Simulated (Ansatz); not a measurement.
Cl$_{3}$FMoS, SMILES `[F][Mo](=[S])([Cl])([Cl])[Cl]`. Charge 0, multiplicity 1. Mo takes the def2 core potential.

```xyz
6

F     0.854    1.683   -0.133
Mo    0.012    0.040   -0.040
S    -0.603   -0.357   -1.962
Cl    2.121   -0.793    0.105
Cl   -0.694   -1.777    1.119
Cl   -1.690    1.204    0.912
```

(1) List the harmonic frequencies (cm⁻¹, unscaled) at PBE0-D4/def2-TZVP in Ansatz. (An estimate is asked.)

(2) Is this a minimum?

(3) Give the ideal-gas thermochemistry at 298.15 K and 1 bar (rigid rotor, harmonic oscillator; point group Cs, symmetry number 1).

(4) Rotational constants (cm⁻¹)?

Results:

(1) The calculation gave: 73, 156, 158, 185, 187, 214, 274, 336, 410, 413, 622, 665.

(2) Yes, all 12 modes are real.

(3) Zero-point energy 22.1 kJ/mol; H(298) − E = 46.3 kJ/mol; entropy 392.3 J/(mol·K), of which translation 177.9, rotation 125.8, vibration 88.7; G(298) − E = -70.6 kJ/mol. Modes under 100 cm⁻¹ are hindered rotations or soft bends, so the harmonic entropy is rough.

(4) 0.04188, 0.03322, 0.02936.
